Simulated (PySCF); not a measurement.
Cost against size for one kind of job: delta-SCF UKS SCAN, pcX-2 on the ionised atom, pcseg-1 elsewhere, spin-free X2C in PySCF 2.14.0. Hardware: one thread, Arm Neoverse N1 (aarch64), on a shared host. Times come from a shared host and carry two figures at best. Peak memory is the resident size of the whole Python process, interpreter and libraries included.

```
               species (SMILES)  atoms  electrons  basis functions  SCF cycles  core holes  wall time  peak memory
                    C=CBC[SiH3]     14         46              161          98           6       97 s     0.58 GiB
         C[S@+]([AlH3-])CC(=O)O     16         72              193         308           9          ?            ?
                   CC#CCB(N)OCC     21         68              217         173           9          ?            ?
[BH3-][O+]1C[C@@H](C)C[C@H]1C#N     21         68              217         169           9          ?            ?
               CC(C)=C(C)CB(O)O     22         70              222         157           8    6.3 min     0.71 GiB
                  OB(O)C1CCCCC1     22         70              222         102           6    4.7 min     0.91 GiB
```

Estimate the withheld figures.

`C[S@+]([AlH3-])CC(=O)O`: 6.3 min, 0.72 GiB; `CC#CCB(N)OCC`: 6.6 min, 0.68 GiB; `[BH3-][O+]1C[C@@H](C)C[C@H]1C#N`: 7.4 min, 0.66 GiB.
